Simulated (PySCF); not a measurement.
Isomers of C6H13FGe, from PBE0-D3(BJ)/def2-SVP geometry optimisation, gas phase in PySCF. One conformer each, no zero-point energy, no frequencies.

Question: Which isomer lies lower at this level?
A. `[CH3:1][CH:2]([CH3:3])[C@@H:4]1[GeH2:5][CH2:6][C@@H:7]1[F:8]` with C1–C2–C4–Ge5 170°, C2–C4–Ge5–C6 -142°, C4–Ge5–C6–C7 19°, Ge5–C6–C7–F8 90°, C2–C4–C7–C6 153°: A = 1965, B = 1096, C = 794.3 MHz, dipole 1.50 D
B. `[CH3:1][C@@H:2]1[CH2:3][CH2:4][CH2:5][Ge@H:6]([F:7])[CH2:8]1` with C1–C2–C3–C4 169°, C2–C3–C4–C5 69°, C3–C4–C5–Ge6 -53°, C4–C5–Ge6–F7 154°: A = 2359, B = 1037, C = 798.1 MHz, dipole 2.73 D

Answer: B. That is `C1[CH2][Ge@H]([F])[CH2][C@@H](C1)C`, 48.8 kcal/mol below the other.

| SMILES | mapped SMILES | E (Eh) | relative (kcal/mol) | relative (kJ/mol) | dipole (D) |
| --- | --- | --- | --- | --- | --- |
| C[C@@H]1CC[CH2][Ge@H]([F])[CH2]1 | [CH3:1][C@@H:2]1[CH2:3][CH2:4][CH2:5][Ge@H:6]([F:7])[CH2:8]1 | -2412.23263 | 0.0 | 0.0 | 2.73 |
| CC(C)[C@@H]1[GeH2][CH2][C@@H]1F | [CH3:1][CH:2]([CH3:3])[C@@H:4]1[GeH2:5][CH2:6][C@@H:7]1[F:8] | -2412.15490 | 48.8 | 204.1 | 1.50 |

As drawn, the higher has a four-membered ring, which the lower lacks.
